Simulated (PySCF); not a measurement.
Match the calculated data to a structure.

All candidates are C8H11 (charge +1).

| technique | computed result |
| --- | --- |
| UV, first state | lowest singlet excitation: 3.47 eV (357 nm, f = 0.039) [TDDFT CAM-B3LYP/def2-SVPD] |
| UV, strongest line | among the 6 lowest singlet transitions: S3 at 5.60 eV (221 nm, f = 0.073) [TDDFT CAM-B3LYP/def2-SVPD] |
| Rotational structure | rotational constants A, B, C: 5.413, 1.311, 1.166 GHz [PBE0-D3(BJ)/def2-SVP] |
| Polarisability | 85.8 au [CAM-B3LYP/def2-SVPD] |

Electronic properties: PySCF, gas phase, density fitting. Levels stand in brackets. One conformer (not necessarily the lowest) at the PBE0-D3(BJ)/def2-SVP geometry, without solvent, vibrations or thermal averaging.

**Question.** Which candidate is it?
A. `CCC1=CC=CC[CH+]1`
B. `C=C(C)[C+]1C=CCC1`
C. `C1=C(C2CC2)[CH+]CC1`

**Answer.** C. It is `C1=C(C2CC2)[CH+]CC1`. Numbering: `[CH:1]1=[C:2]([CH:3]2[CH2:4][CH2:5]2)[CH+:6][CH2:7][CH2:8]1`. S1 is mainly HOMO→LUMO (weight 0.99); the largest Löwdin shares of the orbital it empties are 0.27 on an allylic carbon, 0.14 on each of 2 atoms of one kind (three-membered-ring carbon) and 0.10 on the carbon bonded to 3 C, of the orbital it fills 0.32 on a carbon bonded to 2 C and H, 0.31 on a carbon bonded to 2 C and H, 0.10 on the carbon bonded to 3 C and 0.05 on an allylic carbon. The optimised geometry has point group Cs and is an asymmetric top.

The others, at the same levels:
- `CCC1=CC=CC[CH+]1` fails: its computed lowest singlet excitation is 3.90 eV (318 nm, f = 0.107) (against 3.47 eV), static isotropic polarisability is 88.3 au (against 85.8 au) and rotational constant A is 4.359 GHz (against 5.413 GHz).
- `C=C(C)[C+]1C=CCC1` fails: its computed lowest singlet excitation is 4.10 eV (302 nm, f = 0.436) (against 3.47 eV), static isotropic polarisability is 95.8 au (against 85.8 au) and rotational constant A is 4.230 GHz (against 5.413 GHz).

Each candidate is one conformer, not necessarily the lowest. The conformers computed, where there is a choice (atom-mapped SMILES and torsion angles):
- `[CH:1]1=[C:2]([CH:3]2[CH2:4][CH2:5]2)[CH+:6][CH2:7][CH2:8]1`: C1–C2–C3–C4 -35°
- `[CH3:1][CH2:2][C:3]1=[CH:4][CH:5]=[CH:6][CH2:7][CH+:8]1`: C1–C2–C3–C4 79°
- `[CH2:1]=[C:2]([CH3:3])[C+:4]1[CH:5]=[CH:6][CH2:7][CH2:8]1`: C1–C2–C4–C5 -1°
